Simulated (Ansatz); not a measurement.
`[SiH3]NPS` + silanol → `O[SiH2]PS` + `N[SiH3]`  (formal exchange of groups at a P–N bond)

Isolated molecules relaxed with PBE0-D4/def2-TZVP in Ansatz; ΔE leaves out vibrations. CCSD(T)/CBS adds triple-zeta CCSD(T) − MP2 to the extrapolated MP2 energy (def2 sets, frozen cores). This one scheme is used for every species. DFT in def2-TZVPP. One conformer a species, not always the lowest.

CCSD(T)/CBS gives -16.5 kJ/mol.

Q: Another level gave -20.7 kJ/mol. Which?
A. CCSD(T)/def2-TZVPP
B. SCS-MP2/def2-TZVPP
C. revPBE/def2-TZVPP
D. r2SCAN0-D4/def2-TZVPP

A: D. r2SCAN0-D4 -20.7, CCSD(T)/def2-TZVPP -15.0, SCS-MP2/def2-TZVPP -9.0, revPBE -26.3 kJ/mol.

Largest T1 diagnostic among the species: 0.013.

Leaving LDA and LC-ωPBE aside and taking each functional with its dispersion term where it has one, the values, not all of them listed here, spread over 13.7 kJ/mol, from PBE-D4 to CAM-B3LYP-D4. LDA lies +3.3 kJ/mol from PBE without D4. In def2-TZVPP, CCSD(T) changes the Hartree–Fock value by −9.2 kJ/mol (the triples alone add −0.8 kJ/mol) and MP2 by −7.3 kJ/mol.
